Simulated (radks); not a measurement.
Ru II, configuration [Kr] 4d7. All-electron calculation, scalar-relativistic Kohn-Sham, SCAN, spin-unpolarised, spherical densities, finite nucleus; meta-GGA in the generalised Kohn-Sham scheme; Fermi nuclear charge, rms radius 4.4809 fm. Program: a radial shooting solver on a logarithmic mesh with Libxc functionals.

Normalised radial functions P(r) = r R(r), r in bohr:

```
   r/bohr * 3p, o 3d, + 4s (the largest magnitude, 1.72, reaches the edge; | marks zero, & curves that meet)
 0.003851                             & +
 0.005791                             o* +
 0.008708                             o* +
   0.0131                             o * +
  0.01969                             o   &
  0.02938                             |o+    *
  0.04418                             + o        *
  0.06644                         +   |   o          *
  0.09991                       +     |        o   *
   0.1502                           + | *             o
   0.2259             *               |     +                 o
   0.3371  *                          |        +               o
   0.5069        *                  + |                 o
   0.7622             +       *       |       o
    1.146             +              *| o
    1.724                       +     &
    2.572                            +&
    3.867                             &
    5.815                             &
```

3p: eigenvalue -461.11 eV, 1 radial node at r = 0.158 bohr, <r> = 0.402 bohr, 90 % of the charge inside 0.606 bohr. 3d: eigenvalue -283.28 eV, 0 radial nodes, <r> = 0.384 bohr, 90 % of the charge inside 0.611 bohr. 4s: eigenvalue -86.071 eV, 3 radial nodes at r = 0.0422, 0.170, 0.480 bohr, <r> = 1.02 bohr, 90 % of the charge inside 1.49 bohr.
